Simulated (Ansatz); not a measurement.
`[NH2][Cu-][P+](F)(F)F`, relaxed with RKS PBE0-D4/def2-TZVP in Ansatz 0.2.0 from a GFN2-xTB geometry. The force threshold is 0.005 eV/Å; the program also tests the step.

Total charge 0; spin multiplicity 1.

Start:

```xyz
8

N    -0.988    1.936    0.931
Cu   -0.244    0.467    0.210
P     0.655   -1.290   -0.627
F     1.436   -1.271   -2.010
F    -0.183   -2.597   -0.959
F     1.808   -2.088    0.132
H    -0.645    2.882    0.851
H    -1.839    1.961    1.473
```

(1) How much energy does the relaxation release, and in how many steps? (An estimate is asked.)

(2) Which bonds change most? (Estimate.)

(3) Give the relaxed structure. (Best estimate.)

Results:

(1) The calculation gave: 4.86 kcal/mol, in 8 steps.

(2) Ansatz gave: P3–F6 from 1.595 to 1.553 Å; Cu2–P3 from 2.143 to 2.101 Å; P3–F4 from 1.588 to 1.551 Å; P3–F5 from 1.587 to 1.551 Å.

(3) The calculation gave: 
```xyz
8

N    -0.893    1.880    1.033
Cu   -0.175    0.419    0.264
P     0.679   -1.296   -0.599
F     1.372   -1.137   -1.978
F    -0.270   -2.479   -0.921
F     1.798   -2.079    0.139
H    -0.663    2.808    0.709
H    -1.850    1.884    1.354
```
